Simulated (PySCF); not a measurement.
In(NH2)3 (H6InN3), SMILES [NH2][In]([NH2])[NH2].

Coordinates come from a B3LYP-D3(BJ)/def2-SVP optimisation. The def2 effective core potentials stand for the cores of In; spin–orbit coupling is left out. The values are those of a single conformer.

Calculation: PBE/def2-TZVP in PySCF.

Symmetry labels are those of the subgroup Cs that the program uses (full group Cs).

Task: List the valence orbital energies around the gap with their symmetry. (An estimate is asked for; the answer gives what the named calculation found.)

Result: 
| orbital | symmetry | energy (eV) |
|---|---|---|
| HOMO−7 | A" | -11.13 |
| HOMO−6 | A" | -11.00 |
| HOMO−5 | A' | -10.43 |
| HOMO−4 | A' | -8.07 |
| HOMO−3 | A" | -8.03 |
| HOMO−2 | A' | -6.05 |
| HOMO−1 | A' | -5.58 |
| HOMO | A" | -5.41 |
| LUMO | A' | -1.67 |
| LUMO+1 | A' | -0.61 |
| LUMO+2 | A' | -0.01 |
| LUMO+3 | A" | -0.01 |
